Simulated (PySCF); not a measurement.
C4H2BrCl, SMILES C#C/C(Br)=C\Cl.

Geometry: ωB97X-D3(BJ)/def2-SVP. The structure was generated by enumeration; whether it is a known compound was not checked.

Computed with PySCF with HF/def2-TZVP.

Symmetry labels are those of the subgroup Cs that the program uses (full group Cs).

Question: List the valence orbital energies around the gap with their symmetry. (The exact figures need the calculation; the answer reports its results.)

Answer: 
```tsv
orbital	symmetry	energy (eV)
HOMO−7	A"	-15.14
HOMO−6	A'	-14.88
HOMO−5	A"	-13.18
HOMO−4	A'	-12.84
HOMO−3	A'	-12.01
HOMO−2	A"	-11.58
HOMO−1	A'	-11.07
HOMO	A"	-9.46
LUMO	A"	2.03
LUMO+1	A'	2.97
LUMO+2	A'	4.22
LUMO+3	A'	4.48
```
